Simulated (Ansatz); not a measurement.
CrPb12, relaxed as a singlet with RKS PBE-D4/def2-SVP in Ansatz, starting from the GFN1-xTB geometry. Force threshold 0.03 eV/Å.

In the def2 sets Pb takes a core potential; there is no spin–orbit coupling. The restricted singlet is unstable: a solution with broken spin symmetry lies lower. Another isomer (singlet) lies 3.64 eV lower at PBE0-D4/def2-TZVP; other spin states weren't run for this one.

Start:

```
atom    x (Å)    y (Å)    z (Å)
 Cr1  -2.3661  -0.0384   0.6041
 Pb2  -0.5485   0.8326  -3.6072
 Pb3  -2.4991   1.9166  -1.4099
 Pb4   1.3564  -2.2163  -1.0178
 Pb5   0.2610   0.7518  -0.3959
 Pb6  -1.8219  -1.2879  -1.7779
 Pb7  -0.9936  -2.6811   0.9373
 Pb8   2.3367   0.2463  -2.7352
 Pb9   3.2920   0.1110   0.2345
Pb10   1.5249   1.6601   2.4042
Pb11   1.7759  -1.7066   2.3117
Pb12  -1.3671   2.6020   1.4890
Pb13  -0.9506  -0.1900   2.9631
```

```json
{"step": "1", "energy (eV)": "-91417.6188", "largest force component (eV/Å)": "0.881", "SCF passes": "100"}
{"step": "2", "energy (eV)": "-91418.1395", "largest force component (eV/Å)": "0.415", "SCF passes": "57"}
{"step": "3", "energy (eV)": "-91418.2170", "largest force component (eV/Å)": "0.153", "SCF passes": "49"}
{"step": "4", "energy (eV)": "-91418.2425", "largest force component (eV/Å)": "0.123", "SCF passes": "48"}
{"step": "5", "energy (eV)": "-91418.2565", "largest force component (eV/Å)": "0.085", "SCF passes": "38"}
{"step": "6", "energy (eV)": "-91418.2756", "largest force component (eV/Å)": "0.098", "SCF passes": "44"}
{"step": "7", "energy (eV)": "-91418.2956", "largest force component (eV/Å)": "0.186", "SCF passes": "44"}
{"step": "8", "energy (eV)": "-91418.3182", "largest force component (eV/Å)": "0.164", "SCF passes": "43"}
{"step": "9", "energy (eV)": "-91418.3431", "largest force component (eV/Å)": "0.143", "SCF passes": "41"}
{"step": "10", "energy (eV)": "-91418.3565", "largest force component (eV/Å)": "0.065", "SCF passes": "49"}
{"step": "11", "energy (eV)": "-91418.3612", "largest force component (eV/Å)": "0.056", "SCF passes": "32"}
{"step": "12", "energy (eV)": "-91418.3632", "largest force component (eV/Å)": "0.039", "SCF passes": "31"}
{"step": "13", "energy (eV)": "-91418.3641", "largest force component (eV/Å)": "0.019", "SCF passes": "31"}
```

Force components are those of the run's own axes.

End:

```tsv
atom	x (Å)	y (Å)	z (Å)
Cr1	-2.2370	0.3972	0.5284
Pb2	-0.4783	0.1386	-3.8027
Pb3	-2.5090	1.8802	-1.7151
Pb4	1.3127	-2.2242	-1.3351
Pb5	0.3499	0.8135	-0.2372
Pb6	-2.1576	-1.2935	-1.5975
Pb7	-1.0275	-2.7519	0.9328
Pb8	2.3531	0.5174	-2.7941
Pb9	3.3870	0.3242	0.2376
Pb10	1.6253	1.5492	2.8017
Pb11	1.8331	-1.7147	2.2747
Pb12	-1.4170	2.6899	1.7692
Pb13	-1.0347	-0.3259	2.9372
```

Bonds lost: Pb2–Pb5, Pb3–Pb12, Pb4–Pb11 (atoms count from 1).

No frequencies were taken in this run, so the end may be a saddle point.

Hardware: 2 threads of AMD EPYC 7R13 on a shared host and a share (18 GiB) of an NVIDIA H100 80GB HBM3. Wall time 49 s, peak host memory 1.1 GiB.
